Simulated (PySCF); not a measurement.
**Al (aluminium, neutral): UHF calculation**

Configuration: [Ne] 3s2 3p1, 2P determinant. Computed with PySCF 2.14 in aug-cc-pwCVDZ (6s5p3d, 36 functions), with the non-relativistic Hamiltonian (point nucleus).

* Total energy: -241.874277 hartree
* One-electron energy: -336.6148 hartree
* Hartree (Coulomb) energy: 112.8294 hartree
* Exchange energy: -18.0889 hartree
* Kinetic energy: 241.86603 hartree
* ⟨S²⟩: 0.7689
* ⟨L²⟩: 2.058
* Sum of ⟨r⟩: 13.71 bohr
* Sum of ⟨r²⟩: 33.41 bohr²
* Traceless quadrupole moment −½Σ⟨3z² − r²⟩ along its main axis: -5.75 e·bohr²
* Density at the nucleus (Gaussians lack the cusp): 1360 bohr⁻³
* Spin density at the nucleus: -0.0772 bohr⁻³
* Langevin diamagnetic susceptibility: -26.5 ×10⁻⁶ cm³/mol

```csv
shell,electrons,mean orbital energy (hartree),spread (hartree),"rms radius, mean of both spins (bohr)"
1s α,1,-58.50184,0,0.139
1s β,1,-58.49879,0,0.139
2s α,1,-4.91162,0,0.677
2s β,1,-4.90793,0,0.677
2p α,3,-3.22117,0.00721,0.675
2p β,3,-3.21404,0.00923,0.675
3s α,1,-0.42617,0,2.82
3s β,1,-0.36438,0,2.82
3p α,1,-0.21749,0,3.72
```

Spin-orbit constants ζ (cm⁻¹) from the X2C one-electron operator on these orbitals (non-relativistic here): bare nucleus, nucleus screened by l(l+1)(2l+1)/3 electrons, and screened by the Breit-Pauli mean field of the electrons.

| shell | bare | screened nucleus | mean field |
| --- | --- | --- | --- |
| 2p | 2637 | 2231 | 2045 |
| 3p | 81.48 | 68.95 | 61.29 |

To first order the Landé constant is A = 61.29 cm⁻¹, so the lowest level has J = 1/2 and lies 0.00760 eV below the centre of the term.
